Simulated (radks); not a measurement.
All-electron atom: La2+ in [Xe] 5d1. Calculated with a radial shooting solver on a logarithmic mesh with Libxc functionals: Dirac Kohn-Sham, exchange-only PBE, spin-unpolarised, spherical densities, finite nucleus; open shells fill j = l - 1/2 first; Fermi nuclear charge, rms radius 4.855 fm.

X-ray form factor f0, the Fourier transform of the density (f0(0) = 55):

sin(theta)/lambda (1/angstrom),f0 (electrons)
0.05,54.139
0.1,51.832
0.15,48.696
0.2,45.323
0.25,42.097
0.3,39.192
0.4,34.383
0.5,30.525
0.6,27.239
0.8,22.039
1,18.562
1.25,15.728
1.5,13.477
2,9.550
